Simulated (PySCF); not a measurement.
In⁺ (indium, charge +1): UHF calculation

Configuration: [Kr] 4d9 5s2 5p1, one real determinant (an excited configuration). Computed with PySCF 2.14 in x2c-TZVPPall with one added diffuse shell each of s, p, d, f type (9s7p5d3f, 76 functions), with the spin-free X2C one-electron Hamiltonian (Gaussian nucleus).

```json
{"Total energy": "-5877.382298 hartree", "One-electron energy": "-8066.5315 hartree", "Hartree (Coulomb) energy": "2347.3213 hartree", "Exchange energy": "-158.1721 hartree", "⟨S²⟩": "2.0112", "⟨L²⟩": "8.042", "Sum of ⟨r⟩": "32.21 bohr", "Sum of ⟨r²⟩": "46.90 bohr²", "Traceless quadrupole moment −½Σ⟨3z² − r²⟩ along its main axis": "-4.00 e·bohr²", "Langevin diamagnetic susceptibility": "-37.1 ×10⁻⁶ cm³/mol"}
```

| shell | electrons | mean orbital energy (hartree) | spread (hartree) | rms radius, mean of both spins (bohr) |
| --- | --- | --- | --- | --- |
| 1s α | 1 | -1032.51538 | 0 | 0.0340 |
| 1s β | 1 | -1032.51364 | 0 | 0.0340 |
| 2s α | 1 | -158.44095 | 0 | 0.139 |
| 2s β | 1 | -158.42388 | 0 | 0.139 |
| 2p α | 3 | -142.09249 | 0.01852 | 0.124 |
| 2p β | 3 | -142.07469 | 0.00385 | 0.124 |
| 3s α | 1 | -31.97252 | 0 | 0.371 |
| 3s β | 1 | -31.96204 | 0 | 0.371 |
| 3p α | 3 | -26.47423 | 0.03679 | 0.372 |
| 3p β | 3 | -26.46134 | 0.01798 | 0.372 |
| 3d α | 5 | -17.92483 | 0.03821 | 0.352 |
| 3d β | 5 | -17.90182 | 0.05404 | 0.352 |
| 4s α | 1 | -5.88627 | 0 | 0.902 |
| 4s β | 1 | -5.79556 | 0 | 0.902 |
| 4p α | 3 | -4.14972 | 0.07393 | 0.982 |
| 4p β | 3 | -4.03879 | 0.07191 | 0.982 |
| 4d α | 5 | -1.54472 | 0.07298 | 1.23 |
| 4d β | 4 | -1.49417 | 0.03245 | 1.23 |
| 5s α | 1 | -0.79165 | 0 | 2.60 |
| 5s β | 1 | -0.70292 | 0 | 2.60 |
| 5p α | 1 | -0.52095 | 0 | 3.15 |

⟨L²⟩ = 8.04 against 12 for a pure F term, so this real determinant mixes terms.

Densities and radii are taken from the X2C orbitals without a picture-change correction, which distorts them close to the nucleus.

Spin-orbit constants ζ (cm⁻¹) from the X2C one-electron operator on these orbitals: bare nucleus, nucleus screened by l(l+1)(2l+1)/3 electrons, and screened by the Breit-Pauli mean field of the electrons.

| shell | bare | screened nucleus | mean field |
| --- | --- | --- | --- |
| 2p | 1131000 | 1084000 | 1064000 |
| 3p | 207100 | 198700 | 194400 |
| 3d | 30900 | 24600 | 23580 |
| 4p | 34610 | 33200 | 32410 |
| 4d | 3539 | 2816 | 2640 |
| 5p | 2641 | 2533 | 2466 |

To first order the Landé constant is A = -469.0 cm⁻¹, so the lowest level has J = 4 and lies 0.174 eV below the centre of the term. This holds in LS coupling only.
